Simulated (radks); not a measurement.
Values are calculated unless marked as measured or tabulated.
The fluorine anion F-, [Ne], held by a Watson sphere: a shell of charge +1 at radius R that stands for the Madelung well of a crystal (potential energy -1/R inside, -1/r outside, in hartree with lengths in bohr). Level of theory: non-relativistic Kohn-Sham, PBE, spin-polarised, spherical densities, point nucleus (a radial shooting solver on a logarithmic mesh with Libxc functionals). Response by self-consistent Sternheimer equations with the Hartree and adiabatic LDA kernel. The sphere does not respond.

| R (bohr) | e(1s) (eV) | e(2s) (eV) | e(2p) (eV) | <r> 2p (bohr) | sum of <r^2> (bohr^2) | X-ray form factor at sin(theta)/lambda = 0.1 1/angstrom | alpha (bohr^3) |
|---|---|---|---|---|---|---|---|
| 1.62 | -658.49 | -28.795 | -10.269 | 1.185 | 14.06 | 9.061 | 6.364 |
| 1.77 | -658.33 | -28.220 | -9.784 | 1.200 | 14.44 | 9.040 | 6.967 |
| 1.78 | -658.32 | -28.183 | -9.752 | 1.201 | 14.47 | 9.039 | 7.009 |
| 2.19 | -657.67 | -26.817 | -8.531 | 1.234 | 15.36 | 8.992 | 8.814 |
| 2.36 | -657.37 | -26.329 | -8.075 | 1.246 | 15.68 | 8.976 | 9.613 |
| 2.8 | -656.57 | -25.242 | -7.031 | 1.268 | 16.38 | 8.943 | 11.76 |
| 3.3 | -655.75 | -24.253 | -6.055 | 1.287 | 17.02 | 8.917 | 14.28 |
| 3.67 | -655.21 | -23.649 | -5.453 | 1.297 | 17.39 | 8.903 | 16.14 |
